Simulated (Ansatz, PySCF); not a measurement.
Noncovalent pair: H2 (SMILES [H][H]) (first 2 atoms) with H2 (SMILES [H][H]); geometry from B3LYP-D3(BJ)/def2-TZVP.
(charge 0, multiplicity 1):
```xyz
4

H      0.019     0.219    -0.282
H      0.187    -0.110    -0.928
H     -0.226     0.234     3.005
H      0.020    -0.344     2.606
```

Basis-set superposition error: the interaction energy with monomers in their own basis, and in the dimer's basis (counterpoise).

Codes used: Ansatz (Gaussian orbitals); PySCF for 6-31G* rows. Values without a source in brackets are computed.

```tsv
level	uncorrected (meV)	counterpoise (meV)	difference
HF/aug-cc-pVTZ	2.0	2.3	0.3
SVWN5/def2-TZVPPD	-13.1	-12.9	0.2
BLYP/def2-TZVPPD	6.5	6.7	0.2
r2SCAN/def2-TZVPPD	5.0	5.2	0.2
MP2/6-31G*	1.6	2.8	1.2
SCS-MP2/aug-cc-pVDZ	-3.8	-0.9	2.9
SCS-MP2/aug-cc-pVQZ	-2.5	-2.2	0.3
CCSD/aug-cc-pVTZ	-3.9	-3.2	0.6
CCSD(T)/aug-cc-pVTZ	-4.5	-3.9	0.6
CCSD(T)/aug-cc-pVQZ	-4.3	-4.1	0.2
```

The error is largest for SCS-MP2/aug-cc-pVDZ (2.9 meV) and smallest for CCSD(T)/aug-cc-pVQZ (0.2 meV).

Ansatz is a quantum-chemistry and plane-wave program.
